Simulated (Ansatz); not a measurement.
Computed with Ansatz on PBE0-D4/def2-TZVP structures; ΔE is electronic, products minus reactants. CCSD(T)/CBS is the MP2 limit (def2-TZVPP, def2-QZVPP) plus CCSD(T) − MP2 in def2-TZVPP, frozen cores. DFT in def2-TZVPP. One conformer a species, not always the lowest.

Reaction (isomerisation): `CO[SiH](N)O[SiH3]` → `CO[SiH2]N[SiH2]O`

| level | ΔE (kJ/mol) |
| --- | --- |
| r2SCAN-D4 | 60.8 |
| r2SCAN | 61.1 |
| PBE0 | 59.6 |
| MP2/def2-QZVPP | 60.2 |

(1) What does CCSD(T)/CBS give? (An estimate is asked.)

Largest T1 diagnostic among the species: 0.011.

## Answers

(1) Ansatz gave: +61.3 kJ/mol. The listed levels differ from it by -0.5, -0.2, -1.7, -1.1 kJ/mol.

From PBE to PBE0 (25 % exact exchange), in def2-TZVPP and without D4, ΔE moves by +3.8 kJ/mol. In def2-TZVPP, CCSD(T) changes the Hartree–Fock value by −19.0 kJ/mol (the triples alone add −3.3 kJ/mol) and MP2 by −20.5 kJ/mol.
